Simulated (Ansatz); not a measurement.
CH7NSi2 (`N=C([SiH3])[SiH3]`) at its PBE0-D4/def2-TZVP geometry, where that method's forces vanish. The species carries charge 0 and has multiplicity 1.

| atom | x (Å) | y (Å) | z (Å) |
| --- | --- | --- | --- |
| N1 | -0.7890 | 0.0124 | 1.6466 |
| C2 | -0.2445 | -0.0279 | 0.4903 |
| Si3 | 0.5899 | 1.4835 | -0.3029 |
| Si4 | -0.3112 | -1.6974 | -0.4093 |
| H5 | -0.7150 | 0.9431 | 2.0721 |
| H6 | 0.4667 | 2.6126 | 0.6590 |
| H7 | -0.0759 | 1.8272 | -1.5871 |
| H8 | 2.0224 | 1.1979 | -0.5797 |
| H9 | 1.0795 | -2.1391 | -0.7032 |
| H10 | -1.0143 | -2.6992 | 0.4253 |
| H11 | -1.0086 | -1.5130 | -1.7111 |

For each bond, give half the difference of the two atoms' forces along it (eV/Å; positive pushes the atoms apart) under PBE-D4, r2SCAN-D4, B3LYP-D4, ωB97M-V in def2-TZVPP. (Best estimate.)

Computed: 
```json
{"bond": "N1–C2", "length (Å)": "1.279", "PBE-D4": "0.62", "r2SCAN-D4": "0.37", "B3LYP-D4": "0.16", "ωB97M-V": "0.12"}
{"bond": "N1–H5", "length (Å)": "1.026", "PBE-D4": "0.22", "r2SCAN-D4": "-0.01", "B3LYP-D4": "-0.07", "ωB97M-V": "-0.07"}
{"bond": "C2–Si3", "length (Å)": "1.900", "PBE-D4": "-0.14", "r2SCAN-D4": "-0.06", "B3LYP-D4": "0.05", "ωB97M-V": "0.03"}
{"bond": "C2–Si4", "length (Å)": "1.898", "PBE-D4": "-0.12", "r2SCAN-D4": "-0.05", "B3LYP-D4": "0.03", "ωB97M-V": "0.05"}
{"bond": "Si3–H6", "length (Å)": "1.488", "PBE-D4": "0.10", "r2SCAN-D4": "-0.02", "B3LYP-D4": "-0.08", "ωB97M-V": "-0.12"}
{"bond": "Si3–H7", "length (Å)": "1.487", "PBE-D4": "0.07", "r2SCAN-D4": "-0.02", "B3LYP-D4": "-0.07", "ωB97M-V": "-0.11"}
{"bond": "Si3–H8", "length (Å)": "1.487", "PBE-D4": "0.07", "r2SCAN-D4": "-0.02", "B3LYP-D4": "-0.07", "ωB97M-V": "-0.11"}
{"bond": "Si4–H9", "length (Å)": "1.488", "PBE-D4": "0.07", "r2SCAN-D4": "-0.02", "B3LYP-D4": "-0.07", "ωB97M-V": "-0.10"}
{"bond": "Si4–H10", "length (Å)": "1.481", "PBE-D4": "0.09", "r2SCAN-D4": "-0.03", "B3LYP-D4": "-0.08", "ωB97M-V": "-0.13"}
{"bond": "Si4–H11", "length (Å)": "1.488", "PBE-D4": "0.07", "r2SCAN-D4": "-0.02", "B3LYP-D4": "-0.07", "ωB97M-V": "-0.10"}
```

B3LYP here is the variant with VWN-RPA as its local correlation; programs differ in this.
